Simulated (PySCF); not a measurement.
Radial density of V⁻ (vanadium, charge -1)

UHF, [Ar] 3d4 4s2, high-spin 5D determinant. All numbers are calculated (PySCF 2.14, scalar relativity by spin-free X2C-1e, in aug-cc-pVTZ-DK (8s7p5d3f2g, 93 functions)).

```tsv
r (bohr)	4πr²ρ (e/bohr)	4πr²(ρα − ρβ)
0.00118	0.1898	0.0000
0.00199	0.4837	0.0001
0.00335	1.207	0.0002
0.00563	2.904	0.0004
0.00947	6.570	0.0009
0.0159	13.32	0.0017
0.0268	22.33	0.0025
0.0450	27.48	0.0012
0.0758	23.00	-0.0031
0.127	22.05	0.0067
0.214	29.78	0.1215
0.361	16.74	0.6481
0.607	9.625	1.8489
1.02	10.61	2.4352
1.72	3.085	1.5375
2.89	0.7666	0.6163
4.85	0.2940	0.1057
8.17	0.1243	-0.0858
13.7	0.02923	-0.0287
23.1	1.904e-05	0.0000
```

Densities and radii are taken from the X2C orbitals without a picture-change correction, which distorts them close to the nucleus.

⟨S²⟩ = 6.45 against 6.00 shows spin contamination. At UHF the highest occupied level has a positive energy, so only the finite basis holds that electron.

Task: Where is the radial spin density 4πr²(ρα − ρβ) most negative, and why is it negative at all?

Result: Around r = 8.17 bohr, down to -0.0858 e/bohr: exchange with the open shell polarises the paired shells in an unrestricted calculation.
